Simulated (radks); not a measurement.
Fractional charge and spin in the 3s shell of silicon: the spin-up occupation runs from 0 to 1 and the spin-down occupation from 0 to 1; the fullest corner is Si, [Ne] 3p(up 1, down 1) 3s(up 1, down 1). Calculated with a radial shooting solver on a logarithmic mesh with Libxc functionals: scalar-relativistic Kohn-Sham, r2SCAN, spin-polarised, spherical densities, finite nucleus; meta-GGA in the generalised Kohn-Sham scheme; Fermi nuclear charge, rms radius of each element as measured or else 0.836 A^(1/3) + 0.57 fm. Energy (eV) above the fullest corner. The planes named below are the two flat planes that join the four corners, with an edge along up + down = one added electron.

down \ up,0,0.25,0.5,0.75,1
0,40.379,33.196,26.551,20.464,14.941
0.25,33.196,26.728,20.779,15.370,10.505
0.5,26.551,20.779,15.509,10.758,6.529
0.75,20.464,15.370,10.758,6.644,3.028
1,14.941,10.505,6.529,3.028,0.000

Corners above the fullest one (they belong to Si+ and the next ion): (up 1, down 0) 14.941 eV, (up 0, down 1) 14.941 eV, (up 0, down 0) 40.379 eV. With half an added electron in each spin the energy lies 0.569 eV from the planes, and with half an added electron in spin up alone -1.109 eV. The planes are only a guide here: the flat-plane condition holds for ground states with one frontier orbital, while this shell lies below other occupied shells, so the corners above the fullest one are inner-hole states and not the ground states of those ions.
